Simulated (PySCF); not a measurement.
## Telling isomers of C$_{6}$H$_{7}$NO$_{2}$ apart by NMR

One averaged value for each set of equivalent atoms, in vacuum, one conformer, non-relativistic. Coordinates at the GFN2-xTB level; PBE0/pcSseg-1 with gauge-including orbitals; PySCF 2.14.

Referencing at the same level of theory: 1H (31.72 ppm), 13C (186.93 ppm) vs TMS. Where no couplings were computed, multiplicities follow the n + 1 count of equivalent neighbours, and m marks all less simple cases (inequivalent or close neighbours, rings, F or P nearby). Acid and N–H amide carbonyl carbons lie up to 10 ppm further downfield in solution (hydrogen bonding). Shifts are as computed. Against solution values, carbons near 30 ppm lie about +3 ppm off and those near 130 ppm about +5 ppm. Of 1211 compounds with measured shifts, 218 miss one by over three times the rms of a fit or turn the order of signals round; such compounds aren't used in these exercises. Groups on amide-type nitrogens are kept apart (slow C–N rotation). OH and NH positions are gas-phase values without hydrogen bonding to other molecules.

(1) Tabulate the signals of `C=C1C[C@@]1(C=O)C(N)=O`, `CC/C(=C/C#N)C(=O)O` and their relative energies.

(2) What is the quickest way to tell C=C1C[C@@]1(C=O)C(N)=O from CC/C(=C/C#N)C(=O)O?

Answers

(1) 
```json
{"SMILES": "C=C1C[C@@]1(C=O)C(N)=O", "carbon types": "3×C 1×CH 2×CH2", "δC": "203.4, 167.9, 141.2, 111.3, 43.4, 18.5", "δH": "8.91 (s, 1H), 8.45 (br, 1H), 5.88 (m, 1H), 5.87 (m, 1H), 4.98 (br, 1H), 3.13 (m, 1H), 1.89 (m, 1H)", "E rel. (kcal/mol)": "18.4"}
{"SMILES": "CC/C(=C/C#N)C(=O)O", "carbon types": "3×C 1×CH 1×CH2 1×CH3", "δC": "170.2, 164.2, 120.9, 112.6, 32.3, 17.1", "δH": "6.85 (br s, 1H), 5.91 (s, 1H), 2.63 (q, 2H), 1.10 (t, 3H)", "E rel. (kcal/mol)": "0.0"}
```

Energies are electronic energies at PBE0/pcSseg-1 on these geometries, without zero-point or thermal terms, each for the one conformer computed, which needn't be the lowest.

(2) Both give the same number of carbon signals, but DEPT or the intensities differ. The first has an aldehyde carbonyl carbon (CH) at 203.4 ppm, the second a β carbon of a C=C–C=O unit (CH) at 112.6 ppm. Their most deshielded carbons lie at 203.4 and 170.2 ppm. In the proton spectra the most deshielded non-exchanging signals are 8.91 (s, 1H) and 5.91 (s, 1H).
